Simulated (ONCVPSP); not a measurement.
# How hard is this Ar (Z = 18) ONCV potential?

- Element: Ar
- Generator: ONCVPSP 4.0.1
- Type: optimised norm-conserving Vanderbilt (ONCV)
- Functional: LDA (Perdew-Zunger)
- Relativity: scalar-relativistic
- Frozen core: [Ne]
- Valence charge: 8
- Reference configuration: 3s2 3p5 (charge +1)
- Partial waves: 3s: rc 1.05 bohr, ncon 5, nbas 9, qcut 7.9 1/bohr, 2 projectors, debl 3.4 Ha; 3p: rc 1.40 bohr, ncon 4, nbas 7, qcut 6.6 1/bohr, 1 projector
- Local potential: polynomial inside 1.00 bohr (lpopt 1, dvloc0 4 Ha)
- Core correction: Teter function fitted to the true core (icmod 2), fcfact 0.25

Q: For each optimised wave give the share of its norm inside rc, the residual kinetic energy above qcut (Ha) and the cutoffs (Ha) for errors of 10, 1, 0.1 and 0.01 mHa per electron.

A:

```json
{"wave": "3s", "norm inside rc": "0.274", "residual KE": "2.8e-03", "10 mHa": "13.7", "1 mHa": "107.4", "0.1 mHa": "200.1", "0.01 mHa": "224.4"}
{"wave": "s projector 2", "norm inside rc": "0.054", "residual KE": "7.3e-04", "10 mHa": "18.7", "1 mHa": "29.3", "0.1 mHa": "210.8", "0.01 mHa": "268.6"}
{"wave": "3p", "norm inside rc": "0.464", "residual KE": "1.2e-04", "10 mHa": "6.9", "1 mHa": "10.1", "0.1 mHa": "22.8", "0.01 mHa": "66.0"}
```

The occupied waves need 107 Ha and 200 Ha for 1 and 0.1 mHa. Note: ghosts flagged at negative energy: s at -258.8 eV; no localised positive-energy state flagged. A true bound ghost makes a file unfit for plane-wave use.
